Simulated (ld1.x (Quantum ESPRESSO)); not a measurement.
## Bi, PAW: configuration errors across variants

- Element: Bi (Z = 83)
- Generator: ld1.x (Quantum ESPRESSO) 7.5
- Type: PAW
- Functional: PBEsol
- Relativity: scalar-relativistic
- Frozen core: [Kr] 4d10 4f14
- Valence charge: 23
- Reference configuration: 5s2 5p6 5d10 6s2 6p3
- Partial waves: 5s (bound): rcut 1.15, rcutus 1.45 bohr; 6s (bound): rcut 1.15, rcutus 1.45 bohr; 5p (bound): rcut 1.55, rcutus 1.85 bohr; 6p (bound): rcut 1.55, rcutus 1.85 bohr; 5d (bound): rcut 0.90, rcutus 1.05 bohr; 5d channel at 0.9 Ry: rcut 0.90, rcutus 1.05 bohr
- Local potential: all-electron potential smoothed inside 0.80 bohr (lloc = -1)
- Core correction: Bessel-smoothed model core, default radius (core density twice the valence density)
- Augmentation charge: BESSEL, radius 0.70 bohr

All-electron excitation energies from the reference (eV): (1) 5s2 5p6 5d10 6s2 6p2 7.949; (2) 5s2 5p6 5d10 6s2 6p1 23.239; (3) 5s2 5p6 5d10 6s2 6p0 46.596; (4) 5s2 5p6 5d10 6s1 6p4 10.116; (5) 5s2 5p6 5d10 6s0 6p5 20.574; (6) 5s2 5p6 5d10 6s2 6p2.5 3.113; (7) 5s2 5p6 5d9 6s2 6p4 24.162.

The default core radius of the base comes out at 0.66 bohr.

5 further variants failed, have other tests or another functional or relativity, and are left out.

A true bound ghost makes a file unfit for plane-wave use even where its test errors are small: the radial tests pick states by their node count and pass the ghost by.

Errors AE − PS in meV (a dash: test not solved or not reliable):

```csv
change,(1),(2),(3),(4),(5),(6),(7),bound ghosts
base,-0.6,-0.9,-33,-12,-38,-0.5,+102,s
"waves 5d (bound): rcut 0.90, rcutus 1.50 bohr; 5d channel at 0.9 Ry: rcut 0.90, rcutus 1.50 bohr",-0.3,+1.0,-19,-8.0,-16,-0.5,+126,s
"waves 5s (bound): rcut 1.14, rcutus 1.20 bohr; 6s (bound): rcut 1.14, rcutus 1.20 bohr",-0.5,+0.6,-20,+3.4,+20,-0.5,+109,s
"wave 5d channel at 0.9 Ry: rcut 0.90, rcutus 1.05 bohr becomes 5d channel at 4.96 Ry: rcut 0.90, rcutus 1.05 bohr",-0.5,-1.0,-34,-13,-39,-0.6,+98,s
local potential all-electron potential smoothed inside 1.26 bohr (lloc = -1),-1.9,-1.2,+9.0,+16,+40,-1.0,+3.8,none
local potential all-electron potential smoothed inside 1.75 bohr (lloc = -1),-0.5,+0.4,-11,+8.7,+36,-0.5,–,none
```

(1) Give the same row for: core correction Bessel-smoothed model core inside 1.26 bohr.

## Answers

(1) -0.4, +0.4, -26, -3.4, -4.8, -0.5, +106; bound ghosts: s.
